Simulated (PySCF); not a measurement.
C₂H₉ClOSi₂, SMILES Cl[Si](C)(O[SiH3])C. Geometry optimised at PBE0-D3(BJ)/def2-SVP. One conformer was computed; it need not be the lowest.

Problem. Give the equilibrium geometry at PBE0-D3(BJ)/def2-SVP (PySCF confirms it by a frequency run) as bond lengths and angles, and its point group. (Estimate from the structure and the level; the computed values follow.)

Solution. Several could match; the one computed here: point group Cs.
Atoms: C1 Si2 C3 Cl4 O5 Si6 H7 H8 H9 H10 H11 H12 H13 H14 H15. Bonds (Å): C1–Si2 1.857, C1–H7 1.100, C1–H8 1.100, C1–H9 1.101, Si2–C3 1.857, Si2–Cl4 2.089, Si2–O5 1.655, C3–H10 1.100, C3–H11 1.101, C3–H12 1.100, O5–Si6 1.663, Si6–H13 1.493, Si6–H14 1.490, Si6–H15 1.493. Angles (°): Si2–C1–H7 111.0, Si2–C1–H8 110.5, Si2–C1–H9 110.2, H7–C1–H8 108.3, H7–C1–H9 108.5, H8–C1–H9 108.3, C1–Si2–C3 114.0, C1–Si2–Cl4 108.2, C1–Si2–O5 109.6, C3–Si2–Cl4 108.2, C3–Si2–O5 109.6, Cl4–Si2–O5 106.9, Si2–C3–H10 110.5, Si2–C3–H11 110.2, Si2–C3–H12 111.0, H10–C3–H11 108.3, H10–C3–H12 108.3, H11–C3–H12 108.5, Si2–O5–Si6 141.2, O5–Si6–H13 110.6, O5–Si6–H14 107.4, O5–Si6–H15 110.6, H13–Si6–H14 109.4, H13–Si6–H15 109.3, H14–Si6–H15 109.4.
Charge 0, spin multiplicity 1.
